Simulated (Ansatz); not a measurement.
C2H6Br2Si2, SMILES `C=C[Si]([SiH3])(Br)Br`. The species carries charge 0 and has multiplicity 1. The structure was optimised at the PBE0-D4/def2-TZVP level. It is one conformer, not always the lowest.

```xyz
12

C     1.482   -0.004   -1.877
C     0.322    0.350   -1.333
Si   -0.553   -0.589   -0.003
Si   -0.699    0.524    2.045
Br    0.482   -2.529    0.341
Br   -2.635   -0.980   -0.695
H     1.961    0.599   -2.642
H     1.995   -0.914   -1.583
H    -0.160    1.269   -1.666
H    -1.493   -0.304    2.987
H     0.667    0.743    2.586
H    -1.369    1.836    1.840
```

Question: What is the dipole moment at B3LYP/def2-TZVPP? (Estimate.)

Answer: Computed: 2.01 D, with components (1.20, 1.59, -0.31) D in this frame, pointing from negative to positive charge.

Question: And with PBE, r2SCAN, ωB97M-V? (Estimate.)

Answer: Ansatz gave: PBE 1.90 D, r2SCAN 2.01 D, ωB97M-V 2.06 D.

Question: Give the Mulliken charges with B3LYP, PBE, ωB97M-V in def2-TZVPP. (Estimate.)

Answer: The calculation gave: 
```csv
atom,B3LYP,PBE,ωB97M-V
C1,-0.17,-0.15,-0.16
C2,-0.21,-0.18,-0.24
Si3,0.47,0.40,0.39
Si4,0.16,0.10,0.06
Br5,-0.21,-0.18,-0.17
Br6,-0.22,-0.19,-0.18
H7,0.12,0.11,0.12
H8,0.11,0.09,0.10
H9,0.10,0.09,0.11
H10,-0.04,-0.03,0.00
H11,-0.05,-0.03,-0.01
H12,-0.05,-0.04,-0.01
```

B3LYP here is the variant with VWN-RPA as its local correlation; programs differ in this.
